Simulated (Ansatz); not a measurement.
Basis-set extrapolation for C₂H₉NSi (`CCN[SiH3]`) (PBE0-D4/def2-TZVP geometry, frozen core, the Gaussian-basis code of Ansatz). Multiplicity 1, RHF reference.

```csv
,def2-TZVPP,def2-QZVPP
HF,-424.437456,-424.453590
MP2 correlation,-0.697310,-0.743909
CCSD(T) correlation,-0.776767,not run
```

Energies in hartree. Use E(X) = E(∞) + A·exp(−7.88·√X) for Hartree–Fock and E(X) = E(∞) + B·X^(−2.97) for correlation, with X = 3 and 4, and add CCSD(T) minus MP2 of the smaller set to the MP2 limit.

Question: What is the CCSD(T) energy at the basis-set limit?

Answer: HF limit: -424.453590 + (-0.016134) × 0.13774 = -424.45581. MP2 limit: -0.743909 + (-0.046599) × 0.74074 = -0.77843. Higher-order term: -0.776767 − (-0.697310) = -0.07946. Total: -425.31370 hartree, 261.2 kJ/mol below CCSD(T)/def2-TZVPP.
